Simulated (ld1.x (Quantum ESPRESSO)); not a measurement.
**Transferability test, PAW potential for Hf (Z = 72)**

Hf, PAW, made with ld1.x (Quantum ESPRESSO) 7.5 (LDA (PZ), scalar-relativistic). Core [Xe] 4f14, reference 5d2 6s2 6p0. Waves: 6s (bound): rcut 2.90, rcutus 3.40 bohr; 6s channel at 0.65 Ry: rcut 2.90, rcutus 3.40 bohr; 6p (bound, empty): rcut 3.20, rcutus 3.75 bohr; 6p channel at 2.2 Ry: rcut 3.20, rcutus 3.75 bohr; 5d (bound): rcut 2.55, rcutus 3.35 bohr; 5d channel at 4.45 Ry: rcut 2.55, rcutus 3.35 bohr; 5f channel at 0.15 Ry: rcut 2.90, rcutus 3.35 bohr; 5f channel at 1.85 Ry: rcut 2.90, rcutus 3.35 bohr. Local part: all-electron potential smoothed inside 2.90 bohr (lloc = -1). Core correction: Bessel-smoothed model core inside 3.10 bohr. Augmentation charge: BG, radius 2.10 bohr.

Energies are relative to the spin-unpolarised reference configuration 5d2 6s2 6p0; without spin polarisation the order of configurations can differ from experiment. Not all tests gave a result: test run stopped at test 8 of 9 (negative rho).

| valence configuration | charge | ΔE all-electron (eV) | error AE − PS (meV) |
| --- | --- | --- | --- |
| 5d2 6s1 6p0 | +1 | 8.198 | +3.4 |
| 5d2 6s0 6p0 | +2 | 22.701 | -54 |
| 5d1 6s0 6p0 | +3 | 44.802 | -432 |
| 5d2 6s1 6p1 | 0 | 3.913 | +2.4 |
| 5d2 6s0 6p2 | 0 | 8.075 | -9.3 |
| 5d3 6s1 6p0 | 0 | 2.586 | -5.0 |
| 5d2 6s0 6p1 | +1 | 12.993 | -17 |

Levels in the configuration 5d1 6s0 6p0:

| level | all-electron (eV) | pseudo (eV) |
| --- | --- | --- |
| 5d | -27.425 | -28.041 |
